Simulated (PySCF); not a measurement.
SMILES C=[CH][Ga]([F])[CH]=C at its PBE0/def2-SVP optimised geometry (Å):

```
12

Ga     0.5058    -0.0042     0.0000
F      2.2706    -0.0042     0.0000
C     -0.2901     1.7667     0.0000
C     -1.5725     1.9951    -0.3149
H      0.3446     2.6289     0.2411
H     -1.9986     3.0061    -0.3321
H     -2.2652     1.1884    -0.5819
C     -0.2942    -1.7733     0.0002
C     -1.5793    -1.9967     0.3084
H      0.3386    -2.6382    -0.2359
H     -2.0091    -3.0061     0.3251
H     -2.2706    -1.1870     0.5700
```

Level of theory: PySCF with PBE0/def2-TZVP. Cells within 0.4 Å of a nucleus heavier than hydrogen are left out (blank, or x).

Map of the Laplacian of the electron density (e/bohr⁵), clipped to [-1.50, 1.50] on the plane z = 0.0 Å:

```
|4444444444444444444444444444444|
|4444444444444444444444444444444|
|4444444444444444444444444444444|
|4444444444444444444444444444444|
|4444444444444444444444444444444|
|4444444444444444444444444444444|
|4444444444444444444444444444444|
|4444444444344444444444444444444|
|4444444444345543044444444444444|
|44444444444x3340344444444444444|
|44444444445x00xx444444444444444|
|44444444444443x4444444444444444|
|4444444444444433444444444444444|
|4444444444444445995456644444444|
|4444444444444459x9957x664444444|
|4444444444444469xx962xx84444444|
|4444444444444459x9957x664444444|
|4444444444444445995456644444444|
|4444444444444433444444444444444|
|44444444444443x3444444444444444|
|44444444446x00xx444444444444444|
|44444444444x3350344444444444444|
|4444444444245543044444444444444|
|4444444444344444444444444444444|
|4444444444444444444444444444444|
|4444444444444444444444444444444|
|4444444444444444444444444444444|
|4444444444444444444444444444444|
|4444444444444444444444444444444|
|4444444444444444444444444444444|
|4444444444444444444444444444444|
```
Scale: ten equal steps from -1.05 (start of '0') to 1.50 (end of '9'), in the order '0123456789'; x runs from -5.50 to 5.50, y from -5.50 (bottom) to 5.50 (top).
